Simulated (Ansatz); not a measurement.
Relaxation of a periodic cell of 36 atoms, H4CO (contents 6 CH3OH, density as packed 0.88 g/cm³ with natural masses), to a largest force component of 0.3 eV/Å in at most 15 steps.

The calculation used DFT PBE-D3(BJ), scalar-relativistic, plane waves, PAW (Ansatz 0.2.0). Settings: accuracy low, cutoff 420 eV, k mesh 1x1x1, fermi-dirac smearing 0.02 eV, no spin polarisation.

```xyz
36
Lattice="7.1256 0.0000 0.0000 0.0000 7.1256 0.0000 0.0000 0.0000 7.1256" Properties=species:S:1:pos:R:3
C 5.657 4.976 2.802
O 7.012 4.901 2.374
H 5.068 5.201 1.913
H 7.552 4.701 3.155
H 5.301 4.029 3.225
H 5.496 5.774 3.537
C 1.213 0.606 3.265
O 0.541 1.807 2.906
H 0.617 0.146 4.052
H 1.059 2.231 2.204
H 1.284 -0.098 2.426
H 2.221 0.793 3.655
C 3.501 3.567 0.964
O 2.424 3.485 0.037
H 3.103 4.061 1.850
H 2.761 3.047 -0.761
H 3.876 2.579 1.254
H 4.337 4.164 0.578
C 5.925 1.256 0.025
O 5.789 -0.100 0.434
H 6.980 1.504 0.134
H 4.853 -0.338 0.342
H 5.639 1.405 -1.024
H 5.340 1.940 0.651
C 0.343 4.662 5.284
O 0.275 4.977 6.670
H 1.359 4.313 5.100
H -0.625 5.290 6.852
H -0.356 3.864 5.004
H 0.155 5.536 4.649
C 3.070 5.948 4.932
O 4.271 6.521 5.436
H 2.704 5.274 5.705
H 4.611 7.126 4.758
H 2.299 6.704 4.736
H 3.237 5.369 4.016
```

Question: Where does it end, and by what steps?

Answer: The forces met the threshold. The threshold is loose, so the end isn't yet a minimum. The force dipped under the threshold on the way, but the program's further checks kept it going. Limits of this set-up: coarse k mesh, low accuracy level. After 13 steps the energy has fallen by 2.414 eV; H16 moved furthest, 1.57 Å.

| step | energy less start (eV) | largest force component (eV/Å) | accepted |
| --- | --- | --- | --- |
| 0 | 0.0000 | 0.781 | yes |
| 1 | -0.6108 | 0.872 | yes |
| 2 | -0.9303 | 0.693 | yes |
| 3 | -1.2066 | 0.472 | yes |
| 4 | -1.4666 | 0.294 | yes |
| 5 | -1.4666 | 0.295 | yes |
| 6 | -1.6618 | 0.690 | yes |
| 7 | -1.8413 | 1.100 | yes |
| 8 | -2.0238 | 1.176 | yes |
| 9 | -2.1672 | 1.030 | yes |
| 10 | -2.2974 | 0.650 | yes |
| 11 | -2.3679 | 0.195 | yes |
| 12 | -2.3679 | 0.195 | yes |
| 13 | -2.4136 | 0.261 | yes |

```xyz
36
Lattice="7.1256 0.0000 0.0000 0.0000 7.1256 0.0000 0.0000 0.0000 7.1256" Properties=species:S:1:pos:R:3
C 5.776 5.436 3.064
O 7.198 5.423 2.948
H 5.354 6.176 2.364
H 7.466 4.479 2.824
H 5.348 4.448 2.827
H 5.474 5.697 4.098
C 1.036 1.589 2.937
O 0.438 2.785 2.434
H 0.832 1.559 4.023
H 0.630 2.886 1.478
H 0.606 0.678 2.476
H 2.136 1.587 2.789
C 3.523 3.061 0.634
O 2.571 2.243 -0.046
H 2.974 3.925 1.034
H 3.039 1.525 -0.522
H 4.002 2.529 1.476
H 4.318 3.429 -0.039
C 6.629 0.863 -0.385
O 5.946 -0.310 0.058
H 7.688 0.775 -0.112
H 5.096 -0.333 -0.434
H 6.563 0.983 -1.480
H 6.225 1.772 0.091
C 0.032 4.124 5.841
O 0.299 4.382 7.217
H 0.764 3.381 5.498
H -0.177 5.208 7.450
H -0.984 3.717 5.683
H 0.136 5.029 5.226
C 2.738 6.099 5.375
O 3.673 7.187 5.581
H 2.293 5.867 6.357
H 4.045 7.429 4.716
H 1.945 6.390 4.666
H 3.262 5.201 4.994
```

Time of the run: 38 s on 1 thread of Arm Neoverse V1, with other jobs on the host, peak memory 0.39 GiB.
